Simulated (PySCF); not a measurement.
UHF on H (hydrogen, neutral)

Configuration: 2p1, 2P determinant (an excited configuration). Computed with PySCF 2.14 in dyall-acv3z (10s3p2d, 29 functions), with scalar relativity by spin-free X2C-1e.

- Total energy: -0.103014 hartree
- One-electron energy: -0.1030 hartree
- Hartree (Coulomb) energy: 0.1359 hartree
- Exchange energy: -0.1359 hartree
- ⟨S²⟩: 0.7500
- ⟨L²⟩: 2.000
- Sum of ⟨r⟩: 3.588 bohr
- Sum of ⟨r²⟩: 14.42 bohr²
- Traceless quadrupole moment −½Σ⟨3z² − r²⟩ along its main axis: -5.77 e·bohr²
- Langevin diamagnetic susceptibility: -11.4 ×10⁻⁶ cm³/mol

```tsv
shell	electrons	mean orbital energy (eV)	rms radius, mean of both spins (bohr)
2p α	1	-2.803	3.80
```

The outer electron is Rydberg-like, and this basis confines it to a smaller radius and binds it less than a complete one would.

Spin-orbit constants ζ (cm⁻¹) from the X2C one-electron operator on these orbitals: bare nucleus, nucleus screened by l(l+1)(2l+1)/3 electrons, and screened by the Breit-Pauli mean field of the electrons.

```csv
shell,bare,screened nucleus,mean field
2p,0.4222,0.4222,0.3925
```

To first order the Landé constant is A = 0.3925 cm⁻¹, so the lowest level has J = 1/2 and lies 4.87e-05 eV below the centre of the term.
